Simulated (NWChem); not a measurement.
Everything below was run with NWChem. System: silylphosphine (H$_{5}$PSi), charge 0, spin multiplicity 1, at a geometry optimised with PBE0/def2-SVP. Level: MP2/def2-TZVP, 10 core orbitals frozen.

Output (cleaned and shortened):

```
             Northwest Computational Chemistry Package (NWChem) 7.3.0
             --------------------------------------------------------

                                NWChem Input Module
                                -------------------

 Scaling coordinates for geometry "geometry" by  1.889725989
 (inverse scale =  0.529177249)

                             Geometry "geometry" -> ""
                             -------------------------

 Output coordinates in angstroms (scale by  1.889725989 to convert to a.u.)

  No.       Tag          Charge          X              Y              Z
 ---- ---------------- ---------- -------------- -------------- --------------
    1 Si                  14.0000    -1.06960900     0.09608500     0.21797400
    2 P                   15.0000     1.12157300    -0.07801200    -0.34051300
    3 H                    1.0000    -1.83802500    -0.88129000    -0.61031000
    4 H                    1.0000    -1.52418200     1.47890100    -0.11817700
    5 H                    1.0000    -1.34794500    -0.16830800     1.66292400
    6 H                    1.0000     1.29798300    -1.31453400     0.35448700
    7 H                    1.0000     1.56309700     0.71022300     0.76714700

 Effective nuclear repulsion energy (a.u.)      89.8277698483

            Nuclear Dipole moment (a.u.)
            ----------------------------
        X                 Y               Z
 ---------------- ---------------- ----------------
    -0.0000056692     0.0000037795     0.0000226767


 Summary of "ao basis" -> "" (spherical)
 ------------------------------------------------------------------------------
       Tag                 Description            Shells   Functions and Types
 ---------------- ------------------------------  ------  ---------------------
 *                         def2-tzvp                  on all atoms

 Summary of "ao basis" -> "ao basis" (spherical)
 ------------------------------------------------------------------------------
       Tag                 Description            Shells   Functions and Types
 ---------------- ------------------------------  ------  ---------------------
 Si                        def2-tzvp                13       37   5s5p2d1f
 P                         def2-tzvp                13       37   5s5p2d1f
 H                         def2-tzvp                 4        6   3s1p

                                 NWChem SCF Module
                                 -----------------
[...]
    1 Si  14    13.76   2.00  0.58  1.39  0.82  0.43  4.12  1.73  0.52  1.47  0.36  0.12  0.19  0.02
    2 P   15    15.21   2.01  0.53  1.44  0.99  0.72  4.17  1.70  0.68  1.90  0.89  0.06  0.12  0.01
    3 H    1     1.05   0.24  0.56  0.24  0.01
    4 H    1     1.05   0.24  0.56  0.24  0.01
    5 H    1     1.05   0.24  0.56  0.24  0.01
    6 H    1     0.95   0.23  0.53  0.17  0.02
    7 H    1     0.95   0.23  0.53  0.17  0.02

       Multipole analysis of the density wrt the origin
       ------------------------------------------------

     L   x y z        total         open         nuclear
     -   - - -        -----         ----         -------
     0   0 0 0     -0.000000      0.000000     34.000000

     1   1 0 0     -0.075419      0.000000     -0.000006
     1   0 1 0     -0.045715      0.000000      0.000004
     1   0 0 1      0.270777      0.000000      0.000023

     2   2 0 0    -23.521836      0.000000    166.169594
     2   1 1 0     -0.046616      0.000000    -13.408548
     2   1 0 1      1.154544      0.000000    -29.543803
     2   0 2 0    -22.111423      0.000000     19.444820
     2   0 1 1      0.193213      0.000000      3.048770
     2   0 0 2    -23.768903      0.000000     22.391822

                   NWChem MP2 Semi-direct Energy/Gradient Module
                   ---------------------------------------------

  Basis functions       =    104
  Molecular orbitals    =    104
  Frozen core           =     10
  Frozen virtuals       =      0
  Active alpha occupied =      7
  Active beta occupied  =      7
  Active alpha virtual  =     87
  Active beta virtual   =     87
  Use MO symmetry       = F
  Use skeleton AO sym   = F

  AO/Fock/Back tols     =   1.0D-09  1.0D-09  1.0D-09

 GA uses MA = F    GA memory limited = T

 Available:
  local mem=  1.26D+08
 global mem=  1.44D+08
 local disk=  0.00D+00
  mp2_memr nvloc                    87
  nvloc new                    87
   1 passes of   7:        5242880                      52502                  11102493.
   1 passes of   7: M    126151455           G      144157568           F     120908575.

 Semi-direct pass number   1 of   1  for RHF alpha+beta  at        6.3s
  vrange nnbf                  5353
  mp2_eaftype                    42  avail_ma_in_mb                  1099
 EAF : mp2_eaftype filesize          42    5551246.
  mp2_eaf for mointskh                     42
Node 0 wrote     26.1 Mb in      0.0 s     Agg I/O rate:  2908.6 Mb/s
 Done moints_semi at       11.2s
  mp2_eaftype                    42  avail_ma_in_mb                  1057
 EAF : mp2_eaftype filesize          42    5551246.
  mp2_eaf for kh                    42
 Done maket at       11.4s
 Done multipass loop at       11.4s

          -------------------------------------------
          SCF energy                -632.596853045752
          Correlation energy          -0.274507931565
          Singlet pairs               -0.204968033086
          Triplet pairs               -0.069539898479
          Total MP2 energy          -632.871360977317
          -------------------------------------------

          ---------------------------------------------------
                    Spin Component Scaled (SCS) MP2
          Same spin pairs                     -0.046359932319
          Same spin scaling factor             0.333333333333
          Opposite spin pairs                 -0.228147999246
          Opposite spin scaling fact.          1.200000000000
          SCS-MP2 correlation energy          -0.289230909868
          Total SCS-MP2 energy              -632.886083955620
          ---------------------------------------------------

 -----------------------
 Performance information
 -----------------------

 Timer overhead =  2.08D-07 seconds/call

               Nr. of calls         CPU time (s)                 Wall time (s)                GFlops
             ---------------    -------------------     ------------------------------   -------------------
Name         Min   Avg   Max    Min     Avg     Max     Min     Avg     Max   Mx/calls   Min     Max     Sum
mp2: moin     1     1     1    4.9     4.9     4.9      4.9     4.9     4.9     4.9      0.0     0.0     0.0
mp2: make     1     1     1   0.12    0.12    0.12     0.12    0.12    0.12    0.12      0.0     0.0     0.0
mp2: tota     1     1     1    5.1     5.1     5.1      5.1     5.1     5.1     5.1      0.0     0.0     0.0

 The average no. of pstat calls per process was 3.00D+00
 with a timing overhead of 6.23D-07s

 Task  times  cpu:       11.3s     wall:       11.3s

 Total times  cpu:       11.4s     wall:       11.4s
```

Q: Write an NWChem input that would produce this output.

A: One answer among several that fit: 
```
start mol
memory heap 200 mb stack 900 mb global 1100 mb
geometry units angstroms nocenter noautoz noautosym
  Si    -1.069609     0.096085     0.217974
  P      1.121573    -0.078012    -0.340513
  H     -1.838025    -0.881290    -0.610310
  H     -1.524182     1.478901    -0.118177
  H     -1.347945    -0.168308     1.662924
  H      1.297983    -1.314534     0.354487
  H      1.563097     0.710223     0.767147
end
basis spherical
  * library def2-tzvp
end
scf
  rhf
  nopen 0
  maxiter 100
  thresh 1e-7
  semidirect memsize 60000000 filesize 0
end
mp2
  freeze core 10
end
task mp2 energy
```
